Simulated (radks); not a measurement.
Question: Hf LIX, 14 electrons, occupied as [Ne] 3s2 3p2. Calculated with a radial shooting solver on a logarithmic mesh with Libxc functionals: scalar-relativistic Kohn-Sham, PBE, spin-unpolarised, spherical densities, point nucleus. Some entries of the table are withheld. Estimate them.

orbital  occ.  eigenvalue (eV)  <r^2> (bohr^2)
1s          2        -69891.96             (1)
2s          2        -15562.37        0.007437
2p          6              (2)        0.006074
3s          2              (3)             (4)
3p          2        -5879.160             (5)
3d          0        -5527.311         0.03143
4s          0        -3346.549             (6)

Answer: 
(1) 1s <r^2> (bohr^2): 0.0004943
(2) 2p eigenvalue (eV): -14235.77
(3) 3s eigenvalue (eV): -6273.668
(4) 3s <r^2> (bohr^2): 0.04178
(5) 3p <r^2> (bohr^2): 0.04065
(6) 4s <r^2> (bohr^2): 0.1425
